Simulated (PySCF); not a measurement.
H$_{2}$B$_{3}$Cl$_{3}$N$_{3}$ (SMILES ClB1[N]B(Cl)NB(Cl)N1), doublet, geometry from GFN2-xTB; PySCF with PBE/3-21G.

Input for PySCF:
```python
from pyscf import gto, scf, dft

mol = gto.Mole()
mol.atom = '''
    Cl    3.07597470   -0.77040127   -0.22727612
    B     1.43084333   -0.29369213   -0.10388484
    N     0.96159972    0.99837247   -0.03585883
    B    -0.34415575    1.42193598    0.06336139
    Cl   -0.87855374    3.05185431    0.14533252
    N    -1.33340479    0.36585973    0.09942782
    B    -0.95919836   -0.99587928    0.03576928
    Cl   -2.15816795   -2.24069894    0.08047982
    N     0.41266650   -1.32180818   -0.06509275
    H    -2.30512899    0.63343657    0.17191337
    H     0.71435169   -2.28504715   -0.11259200
'''
mol.basis = '3-21g'
mol.spin = 1
mol.verbose = 5
mol.build()

mf = dft.UKS(mol)
mf.xc = 'pbe'
mf.kernel()
mf.analyze()
```

Output, abridged:

```
PySCF version 2.14.0

[INPUT] verbose = 5
[INPUT] max_memory = 4000
[INPUT] num. atoms = 11
[INPUT] num. electrons = 89
[INPUT] charge = 0
[INPUT] spin (= nelec alpha-beta = 2S) = 1
[INPUT] symmetry False subgroup None
[INPUT] Mole.unit = angstrom
[INPUT] Symbol           X                Y                Z      unit          X                Y                Z       unit  Magmom
[...]
[INPUT] ---------------- BASIS SET ----------------
[INPUT] l, kappa, [nprim/nctr], expnt,             c_1 c_2 ...
[INPUT] B
[...]
                                17.4314           0.363304
                                3.68016           0.697255
[...]
                                0.465248          1.19944
[...]
                                0.465248          0.866764
[...]
[INPUT] N
[...]
                                36.4851           0.352955
                                7.81449           0.706513
[...]
                                1.14915           1.22442
[...]
                                1.14915           0.858953
[...]
[INPUT] H
[...]
                                0.824547          0.904691
[...]
[INPUT] Cl
[...]
                                207.857           0.380363
                                45.1554           0.67819
[...]
                                13.9765           0.0511338
                                3.8871            0.991337
[...]
                                0.526955          1.18252
[...]
                                13.9765           0.458682
                                3.8871            0.601962
[...]
                                0.526955          0.822321
[...]
nuclear repulsion = 588.997608113012
number of shells = 55
number of NR pGTOs = 177
number of NR cGTOs = 97
basis = 3-21g
ecp = {}

******** <class 'pyscf.dft.uks.UKS'> ********
method = UKS
initial guess = minao
damping factor = 0
level_shift factor = 0
DIIS = <class 'pyscf.scf.diis.CDIIS'>
diis_start_cycle = 1
diis_space = 8
diis_damp = 0
SCF conv_tol = 1e-09
SCF conv_tol_grad = None
SCF max_cycles = 50
direct_scf = True
direct_scf_tol = 1e-13
number electrons alpha = 45  beta = 44
XC library pyscf.dft.libxc version 7.1.2
    S. Lehtola, C. Steigemann, M. J. T. Oliveira, and M. A. L. Marques,  SoftwareX 7, 1–5 (2018)
XC functionals = pbe
    J. P. Perdew, K. Burke, and M. Ernzerhof,  Phys. Rev. Lett. 77, 3865 (1996)
    J. P. Perdew, K. Burke, and M. Ernzerhof,  Phys. Rev. Lett. 78, 1396 (1997)
[...]
converged SCF energy = -1612.05569562154  <S^2> = 0.75290131  2S+1 = 2.0028992
Total Energy =                       -1612.055695621535506
[...]
spin_pop of  6 B 2px      -0.00087
spin_pop of  6 B 2py      -0.00083
spin_pop of  6 B 2pz      -0.00584
spin_pop of  6 B 3px       0.00000
spin_pop of  6 B 3py       0.00000
spin_pop of  6 B 3pz      -0.00001
spin_pop of  7 Cl 1s        0.00000
spin_pop of  7 Cl 2s       -0.00000
spin_pop of  7 Cl 3s       -0.00003
spin_pop of  7 Cl 4s        0.00002
spin_pop of  7 Cl 2px       0.00000
spin_pop of  7 Cl 2py       0.00000
spin_pop of  7 Cl 2pz      -0.00000
spin_pop of  7 Cl 3px       0.00206
spin_pop of  7 Cl 3py       0.00223
spin_pop of  7 Cl 3pz      -0.00102
spin_pop of  7 Cl 4px      -0.00000
spin_pop of  7 Cl 4py      -0.00000
spin_pop of  7 Cl 4pz      -0.00001
spin_pop of  8 N 1s       -0.00000
spin_pop of  8 N 2s        0.00750
spin_pop of  8 N 3s        0.00004
spin_pop of  8 N 2px       0.01490
spin_pop of  8 N 2py       0.02366
spin_pop of  8 N 2pz       0.00285
spin_pop of  8 N 3px       0.00008
spin_pop of  8 N 3py       0.00001
spin_pop of  8 N 3pz      -0.00004
spin_pop of  9 H 1s        0.00760
spin_pop of  9 H 2s        0.00004
spin_pop of  10 H 1s        0.00760
spin_pop of  10 H 2s        0.00004
 ** Mulliken Spin Density (per atom)  **
spin density of  0 Cl =      0.02885
spin density of  1 B =     -0.03232
spin density of  2 N =      0.89921
spin density of  3 B =     -0.03232
spin density of  4 Cl =      0.02885
spin density of  5 N =      0.04899
spin density of  6 B =     -0.00879
spin density of  7 Cl =      0.00326
spin density of  8 N =      0.04899
spin density of  9 H =      0.00764
spin density of  10 H =      0.00764
 ** Mulliken pop alpha/beta on meta-lowdin orthogonal AOs **
 ** Mulliken pop       alpha | beta **
In total            45.00000 | 44.00000
 ** Mulliken atomic charges   ( Nelec_alpha | Nelec_beta ) **
charge of  0Cl =     -0.04610  (     8.53747      8.50862 )
charge of  1B =      0.10288  (     2.43240      2.46472 )
charge of  2N =     -0.07386  (     3.98654      3.08732 )
charge of  3B =      0.10288  (     2.43240      2.46472 )
charge of  4Cl =     -0.04610  (     8.53748      8.50862 )
charge of  5N =     -0.28636  (     3.66767      3.61868 )
charge of  6B =      0.12321  (     2.43400      2.44279 )
charge of  7Cl =     -0.08002  (     8.54164      8.53838 )
charge of  8N =     -0.28636  (     3.66767      3.61868 )
charge of  9H =      0.24492  (     0.38136      0.37372 )
charge of  10H =      0.24492  (     0.38136      0.37372 )
Dipole moment(X, Y, Z, Debye): -0.71468, -0.74203,  0.02663
```
